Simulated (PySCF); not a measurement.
H3Sn (SMILES [SnH3+]), charge +1, singlet, at a GFN2-xTB geometry (such geometries of metal compounds can be far from the true shape) (core potentials on Sn). Base run: HF/def2-SVP in PySCF.

The PySCF input:
```python
from pyscf import gto, scf

mol = gto.M(
    atom='''
Sn   -0.000000    0.000000   -0.000000
H     0.689722   -0.469990    1.519960
H    -0.434842    1.655107   -0.280033
H    -0.254880   -1.185117   -1.239927
''',
    basis='def2-svp',
    ecp={'Sn': 'def2-svp'},
    charge=1,
    spin=0,
    verbose=4,
)

mf = scf.RHF(mol)
mf.kernel()
mf.analyze()
```

Variants of this job, named by their change:

```json
[
 {"change": "base", "basis functions": "41", "E (Eh)": "-214.77628", "HOMO (eV)": "-18.83", "HOMO-LUMO gap (eV)": "12.60"},
 {"change": "basis = jorge-DZP-DKH; relativity = spin-free X2C (without ecp={'Sn': 'def2-svp'})", "basis functions": "63", "E (Eh)": "-6170.06894", "HOMO (eV)": "-18.75", "HOMO-LUMO gap (eV)": "12.55"},
 {"change": "basis = jorge-DZP-DKH; relativity = none (without ecp={'Sn': 'def2-svp'})", "basis functions": "63", "E (Eh)": "-5963.98009", "HOMO (eV)": "-18.86", "HOMO-LUMO gap (eV)": "12.56"},
 {"change": "basis = jorge-DZP-DKH; relativity = spin-free X2C; nucleus = Gaussian (with nucmod='G'; without ecp={'Sn': 'def2-svp'})", "basis functions": "63", "E (Eh)": "-6169.92644", "HOMO (eV)": "-18.75", "HOMO-LUMO gap (eV)": "12.55"},
 {"change": "basis = ANO-RCC-VDZP; relativity = none (without ecp={'Sn': 'def2-svp'})", "basis functions": "58", "E (Eh)": "-5852.77132", "HOMO (eV)": "-19.24", "HOMO-LUMO gap (eV)": "12.49"},
 {"change": "basis = x2c-SVPall; relativity = none (without ecp={'Sn': 'def2-svp'})", "basis functions": "51", "E (Eh)": "-5890.30801", "HOMO (eV)": "-19.23", "HOMO-LUMO gap (eV)": "12.54"},
 {"change": "basis = x2c-SVPall; relativity = spin-free X2C; nucleus = Gaussian (with nucmod='G'; without ecp={'Sn': 'def2-svp'})", "basis functions": "51", "E (Eh)": "-6174.52869", "HOMO (eV)": "-18.85", "HOMO-LUMO gap (eV)": "12.59"},
 {"change": "basis = x2c-SVPall; relativity = spin-free X2C (without ecp={'Sn': 'def2-svp'})", "basis functions": "51", "E (Eh)": "-6174.65438", "HOMO (eV)": "-18.85", "HOMO-LUMO gap (eV)": "12.59"},
 {"change": "basis = ANO-RCC-VDZP; relativity = spin-free X2C; nucleus = Gaussian (with nucmod='G'; without ecp={'Sn': 'def2-svp'})", "basis functions": "58", "E (Eh)": "-6174.98550", "HOMO (eV)": "-18.87", "HOMO-LUMO gap (eV)": "12.53"},
 {"change": "basis = ANO-RCC-VDZP; relativity = spin-free X2C (without ecp={'Sn': 'def2-svp'})", "basis functions": "58", "E (Eh)": "-6175.15275", "HOMO (eV)": "-18.87", "HOMO-LUMO gap (eV)": "12.53"}
]
```

Absolute energies of different levels of theory aren't comparable as measures of quality.

Basis sets contracted for a relativistic Hamiltonian are a mismatch without it, so the rows without relativity aren't non-relativistic limits. No row has spin-orbit coupling; sets with core potentials leave out the core electrons.
